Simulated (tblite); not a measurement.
C4H12OSi.
Geometry (GFN2-xTB, Å), atoms numbered from 1 in this order:
```
atom  x, y, z in Å
C1    -0.9263    0.8736    0.9555
C2    -0.2466   -0.0761   -0.0329
C3    -1.0722   -1.3589   -0.1316
C4    -0.2157    0.5936   -1.4101
Si5    1.5308   -0.4886    0.5612
O6     2.4610    0.8409    0.6780
H7    -0.3600    1.7975    1.0585
H8    -1.0055    0.4145    1.9385
H9    -1.9313    1.1271    0.6168
H10   -0.6292   -2.0492   -0.8462
H11   -2.0897   -1.1399   -0.4553
H12   -1.1223   -1.8579    0.8337
H13   -1.2288    0.7952   -1.7595
H14    0.2730   -0.0445   -2.1446
H15    0.3170    1.5433   -1.3709
H16    1.5450   -0.9619    1.9378
H17    2.1232   -1.4415   -0.3843
H18    2.5689    1.4391   -0.0563
```

Calculated harmonic vibrations of the isolated species, GFN2-xTB (tblite), most abundant isotopes, no scaling. This tight-binding method is rough: wavenumbers can miss measured ones by several per cent, in bad cases by 10 to 20. Modes of hydrogen on silicon can be 10 to 20 % off. One conformer, not necessarily the lowest.

Harmonic wavenumbers (cm⁻¹): 49.8, 146.9, 206.5, 216.2, 240.6, 259.2, 264.4, 284.7, 362.3, 375.4, 397.5, 524.7, 608.6, 612.8, 745.0, 769.8, 800.7, 887.2, 902.2, 965.1, 973.1, 974.8, 1032.9, 1036.6, 1221.7, 1225.3, 1243.7, 1411.4, 1413.7, 1434.2, 1501.2, 1502.1, 1503.5, 1515.3, 1518.7, 1520.2, 2219.9, 2327.9, 2989.6, 2992.4, 3000.1, 3005.2, 3017.7, 3020.1, 3024.8, 3030.9, 3033.2, 3669.1.

A = 3872, B = 1943, C = 1836 MHz; mass 104.066 u (most abundant isotopes); point group C1, symmetry number 1.

Problem. Zero-point energy?

Solution. ½Σν̃ = 32989 cm⁻¹ = 94.32 kcal/mol.

Problem. What is S at 400 K and 1 bar for an ideal gas of classical rigid rotors and harmonic oscillators?

Solution. Translation 41.32, rotation 28.42, vibration 34.13: S = 103.9 cal/(mol K).

Problem. And Cp and H(400 K) − H(0)?

Solution. Cp = 45.20 cal/(mol K), of which vibrations give 37.25 (their classical limit is 48 R = 95.4); H(400 K) − H(0) = 10.69 kcal/mol without the zero-point energy, 7.51 from vibrations.

Problem. Which modes carry the vibrational entropy at 400 K?

Solution. 49.8 cm⁻¹: 5.41; 146.9 cm⁻¹: 3.28; 206.5 cm⁻¹: 2.62; 216.2 cm⁻¹: 2.54; 240.6 cm⁻¹: 2.34; 259.2 cm⁻¹: 2.20 cal/(mol K); the other 42 give 15.76 together.

Problem. Blend soft modes into free rotors: weight 1/[1 + (100 cm⁻¹/ν̃)⁴] for the oscillator and the rest for a rotor with moment μB/(μ + B), μ = h/(8π²ν), B = 10⁻⁴⁴ kg m². What vibrational entropy results?

Solution. 32.56 cal/(mol K) in place of 34.13, which changes −T·S at 400 K by +0.63 kcal/mol.

Problem. What must be added to the electronic energy to get the Gibbs energy at 400 K and 1 bar?

Solution. ZPE + [H(400 K) − H(0)] − T·S = 94.32 + 10.69 − 41.55 = 63.46 kcal/mol.

Problem. How do the functions run with temperature in this model?

Solution. 
```
 T (K)  S (cal/(mol K))  Cp (cal/(mol K))  H − H(0) (kcal/mol)  G − H(0) (kcal/mol)  ln q(vib)
    50             54.9              10.8                 0.45                -2.29       0.29
   100             64.1              16.8                 1.14                -5.28       1.01
298.15             91.9              36.5                 6.52               -20.88       5.32
373.15            100.8              43.0                 9.51               -28.11       7.09
   500            114.8              52.6                15.59               -41.80      10.08
   750            138.9              66.5                30.58               -73.60      15.77
  1000            159.4              76.0                48.46              -110.95      21.07
```

q(vib) and H(0) count from the zero-point level.

Hindered rotation and anharmonicity are outside this model. Other conformers, if any are populated, would add a mixing term that is left out. The structure is chiral; the term R ln 2 for an equal mix with its mirror image is left out.
